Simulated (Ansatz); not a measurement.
Consider the hydrogenolysis of the Si–Si bond: `CC(=O)[SiH2][SiH3]` + H₂ → `CC(=O)[SiH3]` + SiH₄.

Program: Ansatz. Geometries: PBE0-D4/def2-TZVP. ΔE: electronic, gas phase. CCSD(T)/CBS is the MP2 limit (def2-TZVPP, def2-QZVPP) plus CCSD(T) − MP2 in def2-TZVPP, frozen cores. This one scheme is used for every species. Functionals use def2-TZVPP. B3LYP here is the variant with VWN-RPA as its local correlation; programs differ in this. HSE06 is defined as in plane-wave codes. One conformer a species, not always the lowest.

```json
{"level": "LDA (SPW92)", "ΔE (kJ/mol)": "-3.0", "difference from CCSD(T)/CBS": "11.1"}
{"level": "PBE-D4", "ΔE (kJ/mol)": "1.3", "difference from CCSD(T)/CBS": "15.4"}
{"level": "revPBE-D4", "ΔE (kJ/mol)": "3.5", "difference from CCSD(T)/CBS": "17.6"}
{"level": "BLYP-D4", "ΔE (kJ/mol)": "-9.5", "difference from CCSD(T)/CBS": "4.6"}
{"level": "r2SCAN-D4", "ΔE (kJ/mol)": "-6.5", "difference from CCSD(T)/CBS": "7.6"}
{"level": "B97M-V", "ΔE (kJ/mol)": "-11.5", "difference from CCSD(T)/CBS": "2.6"}
{"level": "PBE0-D4", "ΔE (kJ/mol)": "-5.1", "difference from CCSD(T)/CBS": "9.0"}
{"level": "B3LYP-D4", "ΔE (kJ/mol)": "-14.4", "difference from CCSD(T)/CBS": "-0.3"}
{"level": "r2SCANh-D4", "ΔE (kJ/mol)": "-8.2", "difference from CCSD(T)/CBS": "5.9"}
{"level": "r2SCAN0-D4", "ΔE (kJ/mol)": "-10.9", "difference from CCSD(T)/CBS": "3.2"}
{"level": "HSE06-D4", "ΔE (kJ/mol)": "-5.1", "difference from CCSD(T)/CBS": "9.0"}
{"level": "BHLYP-D4", "ΔE (kJ/mol)": "-21.9", "difference from CCSD(T)/CBS": "-7.8"}
{"level": "CAM-B3LYP-D4", "ΔE (kJ/mol)": "-22.2", "difference from CCSD(T)/CBS": "-8.1"}
{"level": "ωB97X-V", "ΔE (kJ/mol)": "-16.7", "difference from CCSD(T)/CBS": "-2.6"}
{"level": "ωB97M-V", "ΔE (kJ/mol)": "-19.4", "difference from CCSD(T)/CBS": "-5.3"}
{"level": "B2PLYP", "ΔE (kJ/mol)": "-22.9", "difference from CCSD(T)/CBS": "-8.8"}
{"level": "PBE-QIDH", "ΔE (kJ/mol)": "-14.7", "difference from CCSD(T)/CBS": "-0.6"}
{"level": "PBE", "ΔE (kJ/mol)": "-5.6", "difference from CCSD(T)/CBS": "8.5"}
{"level": "revPBE", "ΔE (kJ/mol)": "-7.7", "difference from CCSD(T)/CBS": "6.4"}
{"level": "BLYP", "ΔE (kJ/mol)": "-22.5", "difference from CCSD(T)/CBS": "-8.4"}
{"level": "PBE0", "ΔE (kJ/mol)": "-11.5", "difference from CCSD(T)/CBS": "2.6"}
{"level": "B3LYP", "ΔE (kJ/mol)": "-25.4", "difference from CCSD(T)/CBS": "-11.3"}
{"level": "r2SCANh", "ΔE (kJ/mol)": "-10.6", "difference from CCSD(T)/CBS": "3.5"}
{"level": "r2SCAN0", "ΔE (kJ/mol)": "-13.4", "difference from CCSD(T)/CBS": "0.7"}
{"level": "HSE06", "ΔE (kJ/mol)": "-11.2", "difference from CCSD(T)/CBS": "2.9"}
{"level": "CAM-B3LYP", "ΔE (kJ/mol)": "-29.1", "difference from CCSD(T)/CBS": "-15.0"}
{"level": "LC-ωPBE", "ΔE (kJ/mol)": "-17.7", "difference from CCSD(T)/CBS": "-3.6"}
{"level": "RPA@PBE/def2-TZVPP", "ΔE (kJ/mol)": "-22.3", "difference from CCSD(T)/CBS": "-8.2"}
{"level": "HF/def2-SVP", "ΔE (kJ/mol)": "-52.8", "difference from CCSD(T)/CBS": "-38.7"}
{"level": "MP2/def2-SVP", "ΔE (kJ/mol)": "-27.1", "difference from CCSD(T)/CBS": "-13.0"}
{"level": "CCSD/def2-SVP", "ΔE (kJ/mol)": "-33.0", "difference from CCSD(T)/CBS": "-18.9"}
{"level": "HF/def2-TZVPP", "ΔE (kJ/mol)": "-47.7", "difference from CCSD(T)/CBS": "-33.6"}
{"level": "MP2/def2-TZVPP", "ΔE (kJ/mol)": "-16.9", "difference from CCSD(T)/CBS": "-2.8"}
{"level": "SCS-MP2/def2-TZVPP", "ΔE (kJ/mol)": "-24.9", "difference from CCSD(T)/CBS": "-10.8"}
{"level": "CCSD/def2-TZVPP", "ΔE (kJ/mol)": "-23.3", "difference from CCSD(T)/CBS": "-9.2"}
{"level": "CCSD(T)/def2-TZVPP", "ΔE (kJ/mol)": "-17.6", "difference from CCSD(T)/CBS": "-3.5"}
{"level": "HF/def2-QZVPP", "ΔE (kJ/mol)": "-48.0", "difference from CCSD(T)/CBS": "-33.9"}
{"level": "SCS-MP2/def2-QZVPP", "ΔE (kJ/mol)": "-22.9", "difference from CCSD(T)/CBS": "-8.8"}
{"level": "MP2/CBS(def2)", "ΔE (kJ/mol)": "-13.3", "difference from CCSD(T)/CBS": "0.8"}
{"level": "CCSD/CBS(def2)", "ΔE (kJ/mol)": "-19.8", "difference from CCSD(T)/CBS": "-5.7"}
{"level": "CCSD(T)/CBS", "ΔE (kJ/mol)": "-14.1", "difference from CCSD(T)/CBS": "0"}
```

Largest T1 diagnostic among the species: 0.015.

From BLYP to BHLYP (50 % exact exchange), in def2-TZVPP and without D4, ΔE moves by −10.0 kJ/mol. Leaving LDA and LC-ωPBE aside and taking each functional with its dispersion term where it has one, the values spread over 26.4 kJ/mol, from B2PLYP to revPBE-D4. In def2-TZVPP, CCSD(T) changes the Hartree–Fock value by +30.0 kJ/mol (the triples alone add +5.7 kJ/mol) and MP2 by +30.8 kJ/mol.

CCSD(T)/CBS has its own doubt, a few kJ/mol and more with outer-core shells, so smaller differences from it don't rank the levels.
